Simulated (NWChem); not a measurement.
# CH6Ge; SMILES [GeH3][CH3]

All runs: NWChem. Pople sets run with spherical d functions. Structure relaxed at the PBE0/def2-SVP level. Computed dipoles belong to the equilibrium geometry; the measured one is vibrationally averaged.

Measured dipole moment: 0.64 D (NIST CCCBDB, as tabulated in the package chemicals).

Q: Which of these levels lies farthest from the measured value, and how do the others fare: B3LYP/def2-TZVP; B3LYP/6-31G*; B3LYP/def2-SVPD; B3LYP/def2-SVP; B3LYP/3-21G; B3LYP/STO-3G; B3LYP/aug-cc-pVTZ?

A: B3LYP/STO-3G.
| level | dipole moment (D) | computed − measured |
|---|---|---|
| B3LYP/STO-3G | 0.14 | -0.50 |
| B3LYP/3-21G | 0.69 | +0.05 |
| B3LYP/6-31G* | 0.77 | +0.13 |
| B3LYP/def2-SVP | 0.73 | +0.09 |
| B3LYP/def2-SVPD | 0.69 | +0.05 |
| B3LYP/def2-TZVP | 0.71 | +0.07 |
| B3LYP/aug-cc-pVTZ | 0.71 | +0.07 |
